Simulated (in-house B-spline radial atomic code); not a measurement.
The numbers below are computed, except where a source is named.
Weak and strong correlation along the adiabatic connection

Two-electron singlets in several external potentials (atomic units), by full CI in B-splines with partial waves to l = 8 (correlation energies up to 0.6 % small). The repulsion is scaled by λ at fixed density; W(λ) is the mean repulsion less the Hartree energy, W(0) = E_x, and the area under W from 0 to 1 is E_xc.

Relative drop (W(λ) − E_x)/E_x:

| system | λ = 0.12 | λ = 0.25 | λ = 0.4 | λ = 0.6 | λ = 0.8 | λ = 1 |
| --- | --- | --- | --- | --- | --- | --- |
| −V exp(−r²/w²), V = 5.52, w = 5.01 | 0.0199 | 0.0394 | 0.0595 | 0.0831 | 0.1034 | 0.1211 |
| −Z/r, Z = 1.5, wall at 4 bohr | 0.0145 | 0.0290 | 0.0445 | 0.0633 | 0.0802 | 0.0955 |
| ω²r²/2 − Z/r, ω = 1.18, Z = 1 | 0.0108 | 0.0219 | 0.0339 | 0.0487 | 0.0624 | 0.0749 |
| ω²r²/2 − Z/r, ω = 0.0868, Z = 0.7 | 0.0318 | 0.0610 | 0.0895 | 0.1207 | 0.1461 | 0.1672 |
| −Z exp(−kr)/r, Z = 5.82, k = 0.507 | 0.0033 | 0.0068 | 0.0108 | 0.0159 | 0.0210 | 0.0259 |
| ω²r²/2 − Z/r, ω = 0.136, Z = 0.3 | 0.0358 | 0.0678 | 0.0981 | 0.1303 | 0.1557 | 0.1763 |
| −V exp(−r²/w²), V = 18.2, w = 0.907 | 0.0066 | 0.0134 | 0.0211 | 0.0308 | 0.0401 | 0.0489 |

**Question.** Order the systems by how far second-order (GL2) theory, half the initial slope (estimated from the first points of each curve), overshoots the correlation energy, least first.
A. −V exp(−r²/w²), V = 5.52, w = 5.01
B. ω²r²/2 − Z/r, ω = 0.136, Z = 0.3
C. −Z/r, Z = 1.5, wall at 4 bohr
D. −V exp(−r²/w²), V = 18.2, w = 0.907
E. −Z exp(−kr)/r, Z = 5.82, k = 0.507
F. ω²r²/2 − Z/r, ω = 0.0868, Z = 0.7
G. ω²r²/2 − Z/r, ω = 1.18, Z = 1

**Answer.** E (GL2/E_c = 1.04), D (GL2/E_c = 1.09), G (GL2/E_c = 1.15), C (GL2/E_c = 1.20), A (GL2/E_c = 1.28), F (GL2/E_c = 1.45), B (GL2/E_c = 1.54).

**Question.** What else changes along this order?

**Answer.** The ratio follows the bend of the curve. With it the leading natural occupation goes from 1.998 to 1.894 and −T_c/E_c from 0.96 to 0.66 between the first and the last.
